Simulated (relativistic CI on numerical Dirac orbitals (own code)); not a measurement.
# Hyperfine structure of Lu¹²⁺, mass number 176

Method of calculation: Dirac-Coulomb-Breit CI, orbitals from a KLI potential per configuration, a model potential for QED, unscaled Slater integrals (own radial code, finite nucleus).

CI space (outside the closed core [Ar] 3d10 4p6 4d10): 4s2 4f11 5s2, 4s2 4f10 5s2 5p, 4s2 4f13, 4s2 4f11 5s 5p, 4s2 4f12 5s, 4s2 4f12 5p, 4s2 4f10 5s2 5d, 4s2 4f11 5s 6s, 4s 4f13 5s, 4s 4f13 5p, 4s 4f14, 4s 4f13 6s, 4f13 5s2, 4f13 5s 5p, 4f14 5s, 4f13 5s 6s. Double excitations out of closed p, d and f shells are left out; levels of such configurations are missing from the list, as are those of other unlisted configurations, and high levels can miss mixing partners.

Nuclear spin I = 7, μ = 3.16 μN, Q = 4.92 b (tables of Stone and Pyykkö). The electronic factors are computed for point nuclear moments, without core polarisation or the Bohr-Weisskopf and QED corrections.

| Level | E (eV) | A (MHz) | B (MHz) |
| --- | --- | --- | --- |
| 4s2 4f11 5s2 4I°_15/2 | 0.0000 | 603.2 | -5430 |
| 4s2 4f11 5s2 4I°_13/2 | 1.2791 | 672.7 | -4670 |
| 4s2 4f11 5s2 4I°_11/2 | 1.9806 | 698.2 | -3230 |
| 4s2 4f10 5s2 5p 6H°_15/2 | 2.0155 | -1050 | 11600 |
| 4s2 4f11 5s2 4I°_9/2 | 2.4159 | 727.9 | -1360 |
| 4s2 4f11 5s2 4F°_9/2 | 3.1311 | 651.6 | 4930 |
| 4s2 4f11 5s2 2H°_11/2 | 3.8058 | 679 | -381 |
| 4s2 4f11 5s2 4F°_7/2 | 4.2473 | 600.6 | 5350 |

Levels with J = 0, under 50 % of one LS term, or S terms without an open s electron are left out. Small factors come from cancelling terms and can be off by tens of per cent or more.

At this charge transitions that keep the count of f electrons are usually good to a few per cent. Terms inside the open d or f shell come out 10 to 20 % too wide with unscaled integrals. Levels and lines within the n = 5 or 6 shells can be off by up to 10 % or somewhat more, and those that change n by about 2 %, since core polarisation is missing. Levels that differ in their count of f electrons can be misplaced by several ten thousand cm⁻¹, since the correlation energy of f electrons is missing or only estimated; rates across such gaps can be off by orders of magnitude.

(1) Give the hyperfine levels of 4s2 4f11 5s2 4I°_15/2 relative to its centre of gravity.

Answers

(1) With K = F(F + 1) − I(I + 1) − J(J + 1), E = AK/2 + B[¾K(K + 1) − I(I + 1)J(J + 1)]/[2I(2I − 1)J(2J − 1)]: F = 1/2: -37870, F = 3/2: -36810, F = 5/2: -35060, F = 7/2: -32630, F = 9/2: -29540, F = 11/2: -25810, F = 13/2: -21460, F = 15/2: -16530, F = 17/2: -11060, F = 19/2: -5099, F = 21/2: 1315, F = 23/2: 8125, F = 25/2: 15270, F = 27/2: 22690, F = 29/2: 30310 MHz.

LS names give the leading component of a level, which can be under half, so a name can repeat, a term be missing and a line seem to break the LS rules.
